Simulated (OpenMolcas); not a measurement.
V2+: effect of the IPEA shift

| Quantity | Value |
| --- | --- |
| Program | OpenMolcas |
| Basis | ANO-RCC-VTZP [6s5p3d2f1g] |
| Scalar Hamiltonian | DKH2, point nucleus |
| Active space | 3 electrons in 9 orbitals (RAS2 3d 4s; RAS3 4p, at most 2 electrons) |
| State averaging | 2S+1 = 4 even, 20 roots; 2S+1 = 2 even, 65 roots kept (CI in the orbitals of an earlier block); 2S+1 = 4 odd, 30 roots; 2S+1 = 2 odd, 72 roots kept (CI in the orbitals of an earlier block) |
| Spin-orbit coupling | RASSI with atomic mean-field integrals over the reference wave functions, term energies averaged over their components |

Methods on the same reference wave functions:
A. RASSCF
B. MS-RASPT2, IPEA 0 Eh, imaginary shift 0.1 Eh (closed shells correlated: 3s 3p)
C. MS-RASPT2, IPEA 0.25 Eh, imaginary shift 0.1 Eh (closed shells correlated: 3s 3p)

Energies in cm-1 above 3d3 4F 3/2, the measured ground level; measured values from Sugar and Corliss, J. Phys. Chem. Ref. Data 7, 1191 (1978).

```
        Level      A      B      C  Measured
   3d3 4F 3/2    0.0    0.0    0.0       0.0
   3d3 4F 5/2    161    163    163       146
   3d3 4F 7/2    383    385    385       342
   3d3 4F 9/2    663    663    663       584
   3d3 4P 1/2  15211  11580  11780     11514
   3d3 4P 3/2  15288  11650  11850     11592
   3d3 2G 7/2  15420  11700  12200     11966
   3d3 4P 5/2  15468  11840  12040     11770
   3d3 2G 9/2  15662  11950  12440     12187
   3d3 2P 1/2  20217  15130  15620     15580
   3d3 2P 3/2  20326  15150  15660     15550
   3d3 2H 9/2  20640  16890  17310     16811
  3d3 2H 11/2  20829  17080  17490     16978
3d3 2D 3/2(1)  21956  16100  16680     16330
3d3 2D 5/2(1)  22150  16200  16810     16375
   3d3 2F 7/2  35535  27560  28160     27728
   3d3 2F 5/2  35638  27660  28260     27847
3d2 4s 4F 3/2  45746  47010  46790     43942
3d2 4s 4F 5/2  45903  47170  46940     44110
3d2 4s 4F 7/2  46125  47390  47170     44346
3d2 4s 4F 9/2  46410  47680  47450     44647
3d2 4s 2F 5/2  52311  51180  51140     49328
3d2 4s 2F 7/2  52755  51630  51580     49805
3d3 2D 5/2(2)  55180  42780  43280     42267
```

Deviations, from unrounded energies. A percentage is the sum of absolute deviations over the sum of measured energies, with the sign that they share, or ± where signs differ.

| Against measurement | Levels | A | B | C |
| --- | --- | --- | --- | --- |
| mean absolute deviation (cm-1) | 23 | 3800 | 830 | 870 |
| fine structure of the ground term (%) | 3 | +12.7 | +13.1 | +13.1 |
| other terms of the ground configuration (%) | 14 | +29.5 | ±1.2 | +2.0 |
| other configurations (%) | 6 | +4.7 | +5.7 | +5.4 |

B lies closest to measurement on these levels and A furthest from it. The largest miss of B in the table is 3d2 4s 4F 3/2, by +3100 cm-1. The ranking rests on the paired levels alone, and a cruder setting can come out closer through cancelling errors.

Between B and C the level of the table that moves most is 3d3 2D 5/2(1), by 610 cm-1 (lowest in B, highest in C). Moves below CASPT2's spread within the term are not significant.

The mean deviations of B to C differ by less than CASPT2's widest spread within a term (1600 cm-1), so their order carries little weight.

From A to B the spin-free energies of the other terms of 3d3 shown, above 4F, scale by factors of 0.72 to 0.82, as is usual when dynamic correlation screens the repulsion within a d or f shell.

The lowest spin-free term lies below A's lowest term by 0.344 hartree in B, 0.337 hartree in C.

CASPT2 breaks the degeneracy within a term, and the mean is taken; among the terms shown or strongly mixed into the levels shown the widest spread is 1600 cm-1 (3d2 4s 2F, B). Terms from blocks run as CI alone lack orbitals of their own. A single d shell beside an s shell can misplace configurations of different d count against each other. Without dynamic correlation excited terms often stand tens of per cent too high (terms of higher spin than the ground term too low), and those without a measured partner can miss by more than the paired ones (holds for A). Some levels mix across a computed gap that differs much from the measured one, so their mixing is not that of the real levels (holds for A; C). Blocks of more than 70 roots (2S+1 = 2 odd) ran without multistate coupling (holds for B; C). The CASPT2 spread within a term exceeds the gap to the next term for 3d3 4P and 3d3 2G, so the order of their levels is uncertain (holds for C). Computed and measured levels are paired by configuration, term and J; levels that our copy of the source lacks, or whose pairing is in doubt (as where it misses far off the trend of its configuration), stay unpaired and out of the deviations. Levels of configurations outside the active space are missing. The table leaves out levels that lie high or whose names do not pair safely across all columns.

A number in round brackets counts repeated terms of one configuration in the order of the reference energies.
